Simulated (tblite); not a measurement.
Input of a run (GFN2-xTB geometry optimisation, gas phase (tblite 0.8.0)), started from a force field or distance geometry:
```
{"job": {"kind": "relax", "xc": "GFN2-xTB", "basis": "xTB"}, "charge": 0, "multiplicity": 1}
C      3.647000     1.711100     1.204200
C      2.759500     1.050100     0.714400
C      1.731900     0.245600     0.154400
C      2.008400    -1.015500    -0.355100
C      0.990900    -1.802000    -0.894000
C     -0.317200    -1.307000    -0.964100
C     -0.610600    -0.024900    -0.475300
C     -2.016300     0.503700    -0.515800
C     -2.796900     0.141500     0.738200
C      0.412400     0.742500     0.095000
H      4.410600     2.304900     1.630000
H      3.018300    -1.418600    -0.301600
H      1.210300    -2.790700    -1.275600
H     -1.091400    -1.926600    -1.395400
H     -2.008400     1.596500    -0.649300
H     -2.539700     0.097100    -1.388700
H     -2.328100     0.570800     1.633300
H     -3.822400     0.533400     0.674100
H     -2.866000    -0.937100     0.878500
H      0.202600     1.735800     0.490000
```

Output (eV, eV/Å):
```
step      E/eV     max force
  0    -719.22910    0.836
  1    -719.24252    2.123
  2    -719.25525    1.320
  3    -719.26940    0.398
  4    -719.27418    0.180
  5    -719.27885    0.246
  6    -719.27999    0.090
  7    -719.28088    0.081
  8    -719.28178    0.120
  9    -719.28223    0.064
 10    -719.28243    0.042
 11    -719.28261    0.043
 12    -719.28281    0.066
 13    -719.28295    0.049
 14    -719.28303    0.017
 15    -719.28309    0.028
 16    -719.28319    0.053
 17    -719.28332    0.062
 18    -719.28345    0.044
 19    -719.28354    0.019
 20    -719.28362    0.033
 21    -719.28371    0.050
 22    -719.28381    0.044
 23    -719.28389    0.020
 24    -719.28396    0.019
 25    -719.28401    0.030
 26    -719.28406    0.031
 27    -719.28411    0.019
 28    -719.28416    0.019
 29    -719.28423    0.034
 30    -719.28432    0.045
 31    -719.28440    0.036
 32    -719.28445    0.015
 33    -719.28449    0.019
 34    -719.28452    0.031
 35    -719.28457    0.031
 36    -719.28461    0.016
 37    -719.28465    0.013
 38    -719.28467    0.015
 39    -719.28469    0.015
 40    -719.28470    0.007
```

Summarise the run.

The energy falls by 0.056 eV over 40 L-BFGS steps, the largest force on an atom goes from 0.84 to 0.007 eV/Å, and the atoms move by 0.037 Å rms after alignment. The bond that changes most is C3–C10 (substituted aromatic carbon to aromatic CH carbon), which shortens by 0.018 Å. Bonds longer at the end by more than 0.005 Å: 2 of 20; shorter: 12. Among the angles that change most is H15–C8–H16, from 106.0° to 108.2°. The energy never rose by more than 1e-5 eV on the way. The first step brought 24 % of the lowering.

What are the final bond lengths?

C1≡C2 1.200 Å, C2–C3 1.416 Å, C3–C4 1.394 Å, C4–C5 1.381 Å, C5–C6 1.385 Å, C6–C7 1.390 Å, C7–C8 1.502 Å, C8–C9 1.530 Å, C7–C10 1.386 Å, C3–C10 1.393 Å, C1–H11 1.049 Å, C4–H12 1.080 Å, C5–H13 1.081 Å, C6–H14 1.081 Å, C8–H15 1.092 Å, C8–H16 1.092 Å, C9–H17 1.088 Å, C9–H18 1.088 Å, C9–H19 1.088 Å, C10–H20 1.081 Å. Numbering counts from 1 in the input's order; the species is `C#CC1=CC(CC)=CC=C1`.

Its GFN2-xTB frequencies are all real (lowest 37 cm⁻¹). The numbers are those of one conformer.

Shape of the structure used: `[CH:1]#[C:2][c:3]1[cH:4][cH:5][cH:6][c:7]([CH2:8][CH3:9])[cH:10]1`: C6–C7–C8–C9 89°.

The numbers are calculated, not measured.
